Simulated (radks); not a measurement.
Values are calculated unless marked as measured or tabulated.
Excited configurations of Rb23+: one electron is placed in a higher orbital outside [Ne] 3s2 3p1. The ground configuration is [Ne] 3s2 3p2. Code: a radial shooting solver on a logarithmic mesh with Libxc functionals. Model: non-relativistic Kohn-Sham, r2SCAN, spin-polarised, spherical densities, point nucleus; open shells are filled with parallel spins first (spin-orbit coupling, left out, can overturn this in heavy ions); meta-GGA in the generalised Kohn-Sham scheme; relativity is left out, which matters for an element this heavy. Excitation = E - E(ground); binding = E(ion) - E, where the ion is the core of charge +24; n* = 24/sqrt(2 binding) in atomic units, and the quantum defect is n - n*.

outer orbital,excitation (eV),binding (eV),n*,<r> (bohr)
3d,93.043,975.24,2.835,0.3854
4p,508.85,559.44,3.743,0.8409
5s,708.17,360.11,4.665,1.365
5p,720.68,347.61,4.748,1.372
5f,748.06,320.23,4.947,1.277
6s,824.06,244.23,5.665,2.011
7d,901.80,166.49,6.861,2.818
7f,905.74,162.55,6.944,2.764

The Delta-SCF ionisation energy is 1068.3 eV (NIST Atomic Spectra Database: 1080 eV, semi-empirical). Self-interaction in the functional shifts the binding energies and quantum defects, so they are the method's values and not measured ones. Relativity is left out here, which matters for elements this heavy. Open shells are spherical and high-spin; term and fine-structure splittings are not resolved.
